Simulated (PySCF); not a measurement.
## Sc⁺: excitation energy

Sc⁺ [Ar] 3d1 4s1 (3D) → Sc⁺ [Ar] 4s1 4p1 (3P), as a difference of total energies. Calculation: PySCF 2.14, in aug-cc-pwCVTZ-DK with one added diffuse shell each of s, p, d, f, g type (11s10p8d5f4g, 152 functions); the spin-free X2C one-electron Hamiltonian (Gaussian nucleus). Correlated levels: valence: [Ar] frozen; valence and next inner shell: [Ne] frozen; nothing frozen. The calculations carry no spin-orbit coupling.

```tsv
method	excitation energy (cm⁻¹)
UHF	34848
LDA	43359
PBE	42810
PBE0	41428
MP2 (valence)	34804
SCS-MP2 (valence)	34833
MP2 (valence and next inner shell)	36813
SCS-MP2 (valence and next inner shell)	36937
MP2 (all electrons)	36898
SCS-MP2 (all electrons)	36982
```

The Hartree-Fock determinant of the upper state isn't an eigenfunction of L²: it has lost the atom's symmetry, so its energy isn't that of a pure term.
